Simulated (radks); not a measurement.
Spherical quantum dot in the effective-mass picture: electrons in a hard-walled sphere of radius 2.62, with a point charge +2 (a donor) at the centre, all in effective atomic units (hartree* = m*/eps^2 hartree, bohr* = eps/m* bohr), one dielectric constant everywhere. Method: non-relativistic Kohn-Sham, PBEsol, spin-polarised, spherical densities; computed with a radial shooting solver with Libxc functionals. Levels are named by radial order and angular momentum (1s, 1p, 1d, 2s, ...), and open shells are averaged over m. Results are scaled to m* = 0.027 and eps = 7.2, for which hartree* = 14.17 meV and bohr* = 14.11 nm.

N = 20, configuration 1s2 1p6 1d10 2s2. This is the lowest configuration that the search found. Occupied and some empty levels:

level,occupation,eigenvalue (meV),<r> (nm)
1s,2,135.12,20.05
1p,6,143.79,24.45
1d,10,154.40,25.79
2s,2,155.63,15.57
1f,0,168.17,26.73
1g,0,184.92,27.47
2p,0,185.94,18.76

Energy (meV): total 1535.35, kinetic 618.38, external -417.15, Hartree 1505.3, exchange-correlation -171.20.

Electron density:

r (nm),n(r) (e/nm^3)
0.991,0.001414
3.76,0.0006586
6.52,0.0003201
9.29,0.0001697
12.1,0.0001108
14.8,0.0001008
17.6,0.0001174
20.3,0.0001448
23.1,0.0001660
25.9,0.0001645
28.6,0.0001308
31.4,0.00007313
34.2,0.00002032
36.9,2.287e-08
